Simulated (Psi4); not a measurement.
C (SMILES [C+]), charge +1, doublet; Psi4 with X3LYP/6-31G.

The Psi4 input:
```
memory 2 GB

molecule mol {
1 2
C     0.000000    0.000000    0.000000
}

set {
  basis 6-31g
  reference uks
}

energy('x3lyp')
print_variables()
```

The log (banner, timings and long lists left out):

```
   => Loading Basis Set <=

    Name: 6-31G
    Role: ORBITAL
    Keyword: BASIS

         ---------------------------------------------------------
                                   SCF
               by Justin Turney, Rob Parrish, Andy Simmonett
                          and Daniel G. A. Smith
                              UKS Reference
         ---------------------------------------------------------

  ==> Geometry <==

    Molecular point group: d2h
    Geometry (in Angstrom), charge = 1, multiplicity = 2:

       Center              X                  Y                   Z               Mass
    ------------   -----------------  -----------------  -----------------  -----------------
         C            0.000000000000     0.000000000000     0.000000000000    12.000000000000

  Running in d2h symmetry.

  Rotational constants: A = ************  B = ************  C = ************ [cm^-1]
  Rotational constants: A = ************  B = ************  C = ************ [MHz]
  Nuclear repulsion =    0.000000000000000

  Charge       = 1
  Multiplicity = 2
  Electrons    = 5
  Nalpha       = 3
  Nbeta        = 2

  ==> Algorithm <==

  SCF Algorithm Type is DF.
  DIIS enabled.
  MOM disabled.
  Fractional occupation disabled.
  Guess Type is CORE.
  Energy threshold   = 1.00e-06
  Density threshold  = 1.00e-06
  Integral threshold = 1.00e-12

  ==> Primary Basis <==

  Basis Set: 6-31G
    Blend: 6-31G
    Number of shells: 5
    Number of basis functions: 9
    Number of Cartesian functions: 9
    Spherical Harmonics?: false
    Max angular momentum: 1

  ==> DFT Potential <==

   => LibXC <=

    Version 7.1.2
    S. Lehtola, C. Steigemann, M. J. T. Oliveira, and M. A. L. Marques,  SoftwareX 7, 1–5 (2018) (10.1016/j.softx.2017.11.002)

   => Composite Functional: X3LYP <=

    X3LYP Hyb-GGA Exchange-Correlation Functional

    X. Xu and W. A. Goddard,  Proc. Natl. Acad. Sci. U. S. A. 101, 2673 (2004) (10.1073/pnas.0308730100)

    Deriv               =              1
    GGA                 =           TRUE
    Meta                =          FALSE

    Exchange Hybrid     =           TRUE
    MP2 Hybrid          =          FALSE

   => Exchange Functionals <=

    0.0730   Slater exchange
    0.5424         Becke 88
    0.1666   Perdew & Wang 91

   => Exact (HF) Exchange <=

    0.2180               HF

   => Correlation Functionals <=

    0.1290   Vosko, Wilk & Nusair (VWN5_RPA)
    0.8710   Lee, Yang & Parr

   => LibXC Density Thresholds  <==

    XC_HYB_GGA_XC_X3LYP:  1.00E-15

   => Molecular Quadrature <=

    Radial Scheme          =       TREUTLER
    Pruning Scheme         =           NONE
    Nuclear Scheme         =       TREUTLER

    Blocking Scheme        =         OCTREE
    BS radius alpha        =              1
    Pruning alpha          =              1
    Radial Points          =             75
    Spherical Points       =            302
    Total Points           =          20838
    Total Blocks           =            213
    Max Points             =            256
    Max Functions          =              9
    Weights Tolerance      =       1.00E-15

   => Loading Basis Set <=

    Name: (6-31G AUX)
    Role: JKFIT
    Keyword: DF_BASIS_SCF

  ==> Integral Setup <==

  SCF_SUBTYPE=INCORE selected. In-core MEM_DF algorithm will be used.
  Using in-core AOs.

  ==> MemDFJK: Density-Fitted J/K Matrices <==

    J tasked:                   Yes
    K tasked:                   Yes
    wK tasked:                   No
    Algorithm:                 Core
    Schwarz Cutoff:           1E-12
    Mask sparsity (%):       0.0000
    Fitting Condition:        1E-10

   => Auxiliary Basis Set <=

  Basis Set: (6-31G AUX)
    Blend: CC-PVDZ-JKFIT
    Number of shells: 24
    Number of basis functions: 81
    Number of Cartesian functions: 81
    Spherical Harmonics?: false
    Max angular momentum: 3

  Minimum eigenvalue in the overlap matrix is 1.8693345433E-01.
[...]
     B2g        0       0       0       0       0       0
     B3g        0       0       0       0       0       0
     Au         0       0       0       0       0       0
     B1u        2       2       1       0       0       1
     B2u        2       2       0       0       0       0
     B3u        2       2       0       0       0       0
   -------------------------------------------------------
    Total       9       9       3       2       2       1
   -------------------------------------------------------

  ==> Iterations <==

                           Total Energy        Delta E     RMS |[F,P]|

   @DF-UKS iter   1:   -36.93987965845203   -3.69399e+01   1.46903e-01 ADIIS
   @DF-UKS iter   2:   -37.39784005863705   -4.57960e-01   2.66096e-02 DIIS/ADIIS
   @DF-UKS iter   3:   -37.40836216222233   -1.05221e-02   1.79909e-03 DIIS/ADIIS
   @DF-UKS iter   4:   -37.40841210268238   -4.99405e-05   4.41995e-05 DIIS
   @DF-UKS iter   5:   -37.40841214018690   -3.75045e-08   2.23575e-06 DIIS
   @DF-UKS iter   6:   -37.40841214030285   -1.15953e-10   1.48956e-07 DIIS
  Energy and wave function converged.

  ==> Post-Iterations <==

   Electrons on quadrature grid:
      Nalpha   =    3.0000000000 ; deviation = -5.410e-12
      Nbeta    =    2.0000000000 ; deviation = -5.404e-12
      Ntotal   =    5.0000000000 ; deviation = -1.081e-11

   @Spin Contamination Metric:   3.494098633E-04
   @S^2 Expected:                7.500000000E-01
   @S^2 Observed:                7.503494099E-01
   @S   Expected:                5.000000000E-01
   @S   Observed:                5.000000000E-01

    Orbital Energies [Eh]
    ---------------------

    Alpha Occupied:

[...]
    Alpha Virtual:

[...]
    Beta Occupied:

[...]
    Beta Virtual:

[...]
       3Ag     0.232450

    Final Occupation by Irrep:
             Ag   B1g   B2g   B3g    Au   B1u   B2u   B3u
    DOCC [     2,    0,    0,    0,    0,    0,    0,    0 ]
    SOCC [     0,    0,    0,    0,    0,    1,    0,    0 ]
    NA   [     2,    0,    0,    0,    0,    1,    0,    0 ]
    NB   [     2,    0,    0,    0,    0,    0,    0,    0 ]

  @DF-UKS Final Energy:   -37.40841214030285

   => Energetics <=

    Nuclear Repulsion Energy =              0.0000000000000000
    One-Electron Energy =                 -47.5415712403950437
    Two-Electron Energy =                  13.9546277469976214
    DFT Exchange-Correlation Energy =      -3.8214686469054260
    Empirical Dispersion Energy =           0.0000000000000000
    VV10 Nonlocal Energy =                  0.0000000000000000
    Total Energy =                        -37.4084121403028433

  UHF NO Occupations:
  HONO-2 :    1 Ag 2.0000000
  HONO-1 :    2 Ag 1.9998253
  HONO-0 :    1B1u 1.0000000
  LUNO+0 :    3 Ag 0.0001747
  LUNO+1 :    2B1u 0.0000000
  LUNO+2 :    2B3u 0.0000000
  LUNO+3 :    1B3u 0.0000000

Computation Completed

Properties will be evaluated at   0.000000,   0.000000,   0.000000 [a0]

Properties computed using the SCF density matrix

 Multipole Moments:

 ------------------------------------------------------------------------------------
     Multipole            Electronic (a.u.)      Nuclear  (a.u.)        Total (a.u.)
 ------------------------------------------------------------------------------------

 L = 1.  Multiply by 2.5417464519 to convert [e a0] to [Debye]
 Dipole X            :          0.0000000            0.0000000            0.0000000
 Dipole Y            :          0.0000000            0.0000000            0.0000000
 Dipole Z            :          0.0000000            0.0000000            0.0000000
 Magnitude           :                                                    0.0000000

 ------------------------------------------------------------------------------------

  Variable Map:
  ----------------------------------------------------------------------------
[...]
  Array Variable Map:
  ----------------------------------------------------------------------------
[...]
[...]
```
